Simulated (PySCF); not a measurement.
Species: Mo(CH)(NH2)3, CH7MoN3 (singlet state).
Bonds: Mo1–C2, Mo1–N4, Mo1–N7, Mo1–N10. Hydrogens: H3 on C2; H5, H6 on N4; H8, H9 on N7; H11, H12 on N10.

Computed with PBE0-D3(BJ)/def2-SVP geometry optimisation, gas phase, def2 core potentials past Kr (PySCF 2.14.0).

Q: Give the optimised bond lengths and angles.

A: 
```
                   bond  length (Å)
                 Mo1–C2       1.710
Mo1–N4, Mo1–N7, Mo1–N10       1.945
                  C2–H3       1.094
 N4–H5 and 5 like bonds       1.016
```

Bonds in one row agree within 0.01 Å and their mean is given. A selection of angles:
```
    angle  degrees
C2–Mo1–N4    102.9
N4–Mo1–N7    115.2
Mo1–C2–H3    180.0
Mo1–N4–H5    121.6
Mo1–N4–H6    128.5
 H5–N4–H6    109.9
Mo1–N7–H8    128.4
```

Mo1 (molybdenum bonded to C and 3 N) is distorted tetrahedral (angles from 102.9° to 115.2°). N4 (nitrogen bonded to Mo and 2 H) is planar (angles 128.5°, 121.6° and 109.9°, sum 360.0°, 0.00 Å off the plane of its three neighbours). All 3 Mo–N bonds measure 1.945 Å.

Point group: C3v (every atom within 0.08 Å of its image). Whether it is a minimum is left open (no frequencies). Torsions: C2–Mo1–N4–H 180° and 0°, C2–Mo1–N7–H 0° and 180°, C2–Mo1–N10–H 180° and 0°.
